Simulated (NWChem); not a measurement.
Program: NWChem. System: H$_{3}$ClSi, charge 0, spin multiplicity 1, at a geometry optimised with B3LYP/def2-SVP. The structure started from a generated list of species. Level: G0W0@PBE0/def2-TZVP, RI basis def2-tzvp-rifit.

Part of the output:

```
             Northwest Computational Chemistry Package (NWChem) 7.3.0
             --------------------------------------------------------

                                NWChem Input Module
                                -------------------

 Scaling coordinates for geometry "geometry" by  1.889725989
 (inverse scale =  0.529177249)

 Turning off AUTOSYM since
 SYMMETRY directive was detected!

                             Geometry "geometry" -> ""
                             -------------------------

 Output coordinates in angstroms (scale by  1.889725989 to convert to a.u.)

  No.       Tag          Charge          X              Y              Z
 ---- ---------------- ---------- -------------- -------------- --------------
    1 Si                  14.0000     0.02790600    -0.99652100     0.00000000
    2 Cl                  17.0000    -0.03029400     1.08179200     0.00000000
    3 H                    1.0000     0.74437600    -1.46004300     1.21799800
    4 H                    1.0000     0.74437600    -1.46004300    -1.21799800
    5 H                    1.0000    -1.36443200    -1.51909000     0.00000000

 Effective nuclear repulsion energy (a.u.)      85.4045721171

            Nuclear Dipole moment (a.u.)
            ----------------------------
        X                 Y               Z
 ---------------- ---------------- ----------------
     0.0000113384    -0.0000113384     0.0000000000

      Symmetry information
      --------------------

 Group name             Cs
 Group number              2
 Group order               2
 No. of unique centers     4

      Symmetry unique atoms

     1    2    3    5


 Summary of "ao basis" -> "" (spherical)
 ------------------------------------------------------------------------------
       Tag                 Description            Shells   Functions and Types
 ---------------- ------------------------------  ------  ---------------------
 *                         def2-tzvp                  on all atoms

 new library libraries.bse/

 Summary of "ri basis" -> "" (spherical)
 ------------------------------------------------------------------------------
       Tag                 Description            Shells   Functions and Types
 ---------------- ------------------------------  ------  ---------------------
 *                      def2-tzvp-rifit               on all atoms

                                 NWChem DFT Module
                                 -----------------

 Summary of "ao basis" -> "ao basis" (spherical)
 ------------------------------------------------------------------------------
       Tag                 Description            Shells   Functions and Types
 ---------------- ------------------------------  ------  ---------------------
 Si                        def2-tzvp                13       37   5s5p2d1f
 Cl                        def2-tzvp                13       37   5s5p2d1f
 H                         def2-tzvp                 4        6   3s1p

 Summary of "ao basis" -> "ao basis" (spherical)
 ------------------------------------------------------------------------------
       Tag                 Description            Shells   Functions and Types
 ---------------- ------------------------------  ------  ---------------------
 Si                        def2-tzvp                13       37   5s5p2d1f
 Cl                        def2-tzvp                13       37   5s5p2d1f
 H                         def2-tzvp                 4        6   3s1p

      Symmetry analysis of basis
      --------------------------

        a'         61
        a"         31

            General Information
            -------------------
          SCF calculation type: DFT
          Wavefunction type:  closed shell.
          No. of atoms     :     5
          No. of electrons :    34
           Alpha electrons :    17
            Beta electrons :    17
          Charge           :     0
          Spin multiplicity:     1
          Use of symmetry is: on ; symmetry adaption is: on
          Maximum number of iterations: 100
          This is a Direct SCF calculation.
          AO basis - number of functions:    92
                     number of shells:    38
[...]
    17      0.290225  1 Si pz                54      0.271958  2 Cl pz
    76      0.184456  3 H  s                 82     -0.184456  4 H  s
    57      0.148581  2 Cl pz                51      0.121722  2 Cl pz
     8     -0.117972  1 Si pz                14      0.113155  1 Si pz
    75      0.112756  3 H  s                 81     -0.112756  4 H  s

 Vector   16  Occ=2.000000D+00  E=-3.317501D-01  Symmetry=a'
              MO Center= -1.7D-01,  2.9D-01, -3.2D-18, r^2= 2.9D+00
   Bfn.  Coefficient  Atom+Function         Bfn.  Coefficient  Atom+Function
  ----- ------------  ---------------      ----- ------------  ---------------
    52      0.465398  2 Cl px                55      0.303111  2 Cl px
    49      0.217350  2 Cl px                43     -0.177240  2 Cl px
    88      0.161573  5 H  s                 15     -0.140819  1 Si px
    89      0.125999  5 H  s                 87      0.099105  5 H  s
    46     -0.082904  2 Cl px                76     -0.080787  3 H  s

 Vector   17  Occ=2.000000D+00  E=-3.317499D-01  Symmetry=a"
              MO Center=  1.5D-01,  3.0D-01,  9.6D-16, r^2= 2.9D+00
   Bfn.  Coefficient  Atom+Function         Bfn.  Coefficient  Atom+Function
  ----- ------------  ---------------      ----- ------------  ---------------
    54      0.465578  2 Cl pz                57      0.303229  2 Cl pz
    51      0.217434  2 Cl pz                45     -0.177309  2 Cl pz
    17     -0.140876  1 Si pz                76     -0.139928  3 H  s
    82      0.139928  4 H  s                 77     -0.109119  3 H  s
    83      0.109119  4 H  s                 75     -0.085828  3 H  s

 Vector   18  Occ=0.000000D+00  E=-6.615051D-03  Symmetry=a'
              MO Center=  2.6D-02, -9.3D-01,  2.1D-15, r^2= 4.4D+00
   Bfn.  Coefficient  Atom+Function         Bfn.  Coefficient  Atom+Function
  ----- ------------  ---------------      ----- ------------  ---------------
    19      0.902629  1 Si py                42     -0.558351  2 Cl s
    56      0.387261  2 Cl py                16      0.329769  1 Si py
     4      0.251402  1 Si s                 53      0.207606  2 Cl py
     5      0.180736  1 Si s                 41     -0.162272  2 Cl s
    40      0.133858  2 Cl s                  3     -0.117848  1 Si s

 Vector   19  Occ=0.000000D+00  E= 4.283008D-02  Symmetry=a"
              MO Center= -3.4D-01, -9.0D-01,  2.8D-09, r^2= 4.1D+00
   Bfn.  Coefficient  Atom+Function         Bfn.  Coefficient  Atom+Function
  ----- ------------  ---------------      ----- ------------  ---------------
    20      1.457718  1 Si pz                77     -1.107546  3 H  s
    83      1.107546  4 H  s                 57     -0.317788  2 Cl pz
    17      0.294579  1 Si pz                29      0.189141  1 Si d  1
    24      0.127082  1 Si d  1              14      0.089778  1 Si pz
    54     -0.088765  2 Cl pz                 8     -0.086905  1 Si pz

 Vector   20  Occ=0.000000D+00  E= 4.283082D-02  Symmetry=a'
              MO Center=  3.9D-01, -8.8D-01, -2.8D-09, r^2= 4.1D+00
   Bfn.  Coefficient  Atom+Function         Bfn.  Coefficient  Atom+Function
  ----- ------------  ---------------      ----- ------------  ---------------
    18      1.457165  1 Si px                89      1.278858  5 H  s
    77     -0.639487  3 H  s                 83     -0.639487  4 H  s
    55     -0.317665  2 Cl px                15      0.294459  1 Si px
    28     -0.162750  1 Si d  0              23     -0.108603  1 Si d  0
    30      0.091239  1 Si d  2              12      0.089742  1 Si px

 center of mass
 --------------
 x =  -0.00439220 y =   0.15684907 z =   0.00000000

 moments of inertia (a.u.)
 ------------------
         278.057443133818           7.188591116313           0.000000000000
           7.188591116313          21.558096808750           0.000000000000
           0.000000000000           0.000000000000         278.258751755036

     Multipole analysis of the density
     ---------------------------------

     L   x y z        total         alpha         beta         nuclear
     -   - - -        -----         -----         ----         -------
     0   0 0 0     -0.000000    -17.000000    -17.000000     34.000000

     1   1 0 0      0.014601      0.007295      0.007295      0.000011
     1   0 1 0     -0.521515     -0.260752     -0.260752     -0.000011
     1   0 0 1     -0.000000     -0.000000     -0.000000      0.000000

     2   2 0 0    -20.648745    -15.674487    -15.674487     10.700229
     2   1 1 0     -0.018790      1.860758      1.860758     -3.740306
     2   1 0 1      0.000000      0.000000      0.000000      0.000000
     2   0 2 0    -19.977921    -82.068215    -82.068215    144.158509
     2   0 1 1      0.000000      0.000000      0.000000      0.000000
     2   0 0 2    -20.649277    -15.622381    -15.622381     10.595484

 Task  times  cpu:        3.9s     wall:        3.9s

                                NWChem Input Module
                                -------------------

                                 NWChem GW Module
                                 ----------------

                             ***********************
                             ***        GW       ***
                             ***********************

 Summary of "ri basis" -> "ri basis" (spherical)
 ------------------------------------------------------------------------------
       Tag                 Description            Shells   Functions and Types
 ---------------- ------------------------------  ------  ---------------------
 Si                     def2-tzvp-rifit             29      113   9s7p6d5f2g
 Cl                     def2-tzvp-rifit             29      113   9s7p6d5f2g
 H                      def2-tzvp-rifit              7       15   4s2p1d

                 Memory Information
                 ------------------
          Available GA per process is          1699.9 MBs
          Available stack per process is        700.0 MBs
          Available heap per process is           0.0 MBs

          Peak memory in Initialization
              Peak GA per process is                  4.2 MBs
              Peak stack per process is               0.1 MBs
              Peak heap per process is                4.5 MBs
              Memory not in MA per process            0.0 MBs

          Peak memory in AFF Calculation
              Peak GA per process is                 18.6 MBs
              Peak stack per process is              12.4 MBs
              Peak heap per process is                0.0 MBs
              Memory not in MA per process           12.4 MBs

          Computing 2-center integrals
          Computing Inverse Cholesky factor
          Computing 3-center integrals
          Computing V_xc ...

          Computing Sigma_x
          Computing RPA polarizability
          Solving quasiparticle equations

                  Alpha Orbitals
          State     Energy (eV)     Error (eV)
          -----------------------------------
@GW        14        -13.220           0.002
@GW        15        -13.220           0.002
@GW        16        -11.367           0.002
@GW        17        -11.367           0.002
@GW        18          1.971           0.004
@GW        19          3.316           0.004

   Applying  -2.3400 eV scissor-shift to rest of particle states

   Applying   2.1515 eV scissor-shift to rest of hole states

     GW Timing Statistics
   ------------------------
   Init.   :          0.0s
     ERIs  :          0.3s
     Distr.:          0.0s
     Vxc   :          0.5s
   Sigma_x :          0.0s
   RPA     :          0.4s
   Wmn     :          0.0s
   Sigma_c :          0.0s
   GW total:          1.3s

 Task  times  cpu:        1.3s     wall:        1.3s

 Total times  cpu:        5.2s     wall:        5.2s
```

### Question
Write an NWChem input that would produce this output.

### Answer
This is not unique; one that fits is 
```
start mol
memory heap 200 mb stack 700 mb global 1700 mb
geometry units angstroms nocenter noautoz
  Si     0.027906    -0.996521     0.000000
  Cl    -0.030294     1.081792     0.000000
  H      0.744376    -1.460043     1.217998
  H      0.744376    -1.460043    -1.217998
  H     -1.364432    -1.519090     0.000000
  symmetry group Cs
end
basis spherical
  * library def2-tzvp
end
basis "ri basis" bse spherical
  * library def2-tzvp-rifit
end
dft
  xc pbe0
  iterations 100
  direct
  tolerances tight
end
task dft energy
gw
  states alpha occ 4 vir 2
end
task dft gw
```
